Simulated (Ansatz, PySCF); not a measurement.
Spin states of F2Ru (SMILES [F][Ru][F]), each relaxed with B3LYP-D3(BJ)/def2-TZVP.
State 1 (charge 0, multiplicity 5):
```xyz
3

Ru    -0.011     0.016    -0.023
F     -0.241     1.407    -1.264
F      0.218    -1.376     1.217
```
State 2 (charge 0, multiplicity 1):
```xyz
3

Ru     0.2282     0.1791     0.1155
F     -0.3478     1.2520    -1.2678
F      0.0863    -1.3838     1.0820
```

Singlets are restricted, other states unrestricted; no spin–orbit coupling, no relativity up to Kr; see below for the cores. The largest T1 diagnostic is 0.034.

Codes used: Ansatz (a quantum-chemistry and plane-wave program); PySCF for the dispersion terms. Values without a source in brackets are computed. In def2 rows elements past Kr take small-core potentials, without spin–orbit coupling.

Question: One of these levels gives 1.717 eV for the energy of the multiplicity-1 state less that of the multiplicity-5 state. Which one is it?
A. wB97X-V/def2-TZVPP
B. SVWN5/def2-TZVPP
C. B97M-V/def2-TZVPP
D. CAM-B3LYP-D3(BJ)/def2-TZVPP

Answer: A, wB97X-V/def2-TZVPP. The others give 1.566 (SVWN5/def2-TZVPP), 2.323 (B97M-V/def2-TZVPP), 1.974 (CAM-B3LYP-D3(BJ)/def2-TZVPP)
